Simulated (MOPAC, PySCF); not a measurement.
[Ti(OH)2(H)2], neutral singlet in the gas phase. 

Z-matrix (Å, degrees):
```
Ti
O 1 1.7519
H 2 0.9628 1 156.13
O 1 1.7519 2 117.41 3 -0.06
H 4 0.9628 1 156.08 2 -0.13
H 1 1.7048 2 107.06 3 120.27
H 1 1.7048 6 111.21 2 -116.64
```
Charge 0, spin multiplicity 1.

All levels are single points at this geometry (r2SCAN-D4/def2-SVP); Pople sets use spherical d functions. Orbital energies aren't observables, and empty levels follow the basis.

HF/3-21G in PySCF gives gap (eV) = 12.89.

Task: Estimate the gap (eV) from each of these levels: B3LYP-D3(BJ)/def2-TZVP in PySCF; PBE-D3(BJ)/def2-TZVP in PySCF; TPSSh-D3(BJ)/def2-TZVP in PySCF; B3LYP/3-21G in PySCF; B3LYP/6-311+G** (LANL2DZ on Ti) in PySCF; B3LYP/6-31G* (LANL2DZ on Ti) in PySCF; B3LYP/LANL2DZ in PySCF; BP86/6-31G* (LANL2DZ on Ti) in PySCF; PBE/6-31G* (LANL2DZ on Ti) in PySCF; HF/6-31G* (LANL2DZ on Ti) in PySCF; HF/STO-3G in PySCF; PM7 in MOPAC.

Result: 
```tsv
level	gap (eV)
B3LYP-D3(BJ)/def2-TZVP in PySCF	5.60
PBE-D3(BJ)/def2-TZVP in PySCF	3.45
TPSSh-D3(BJ)/def2-TZVP in PySCF	4.88
B3LYP/3-21G in PySCF	5.83
B3LYP/6-311+G** (LANL2DZ on Ti) in PySCF	5.47
B3LYP/6-31G* (LANL2DZ on Ti) in PySCF	5.50
B3LYP/LANL2DZ in PySCF	5.49
BP86/6-31G* (LANL2DZ on Ti) in PySCF	3.47
PBE/6-31G* (LANL2DZ on Ti) in PySCF	3.44
HF/6-31G* (LANL2DZ on Ti) in PySCF	12.66
HF/STO-3G in PySCF	17.24
PM7 in MOPAC	8.79
```
